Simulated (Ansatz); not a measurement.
Input for Ansatz (a first-principles code): R-PBE/def2-TZVPPD on BrHMg (SMILES [MgH][Br]), a point of a bond scan (R = 1.681 Å). Files ending in .json are basis or fitting sets from the Basis Set Exchange.

Ansatz 0.2 input:
```yaml
crystal:
  periodic: [false, false, false]
  atoms:
    - {symbol: Mg, position_ang: [-0.00000000, -0.00000000, -1.67667967]}
    - {symbol: H, position_ang: [0.00000000, 0.00000000, -3.35774289]}
    - {symbol: Br, position_ang: [0.00000000, 0.00000000, 0.67079711]}
basis:
  gaussian:
    orbitals: def2-TZVPPD.json
    pivot_positions_ang: [[-0.00000000, -0.00000000, -1.67667967], [0.00000000, 0.00000000, -3.35774289], [0.00000000, 0.00000000, 0.67079711]]
hamiltonian:
  xc: {name: PBE}
scf: {lower_state_search: off}
output: {orbitals: {seedname: ./end}}
```

Q: Give the final energy of this run.

A: -2774.3760 hartree.
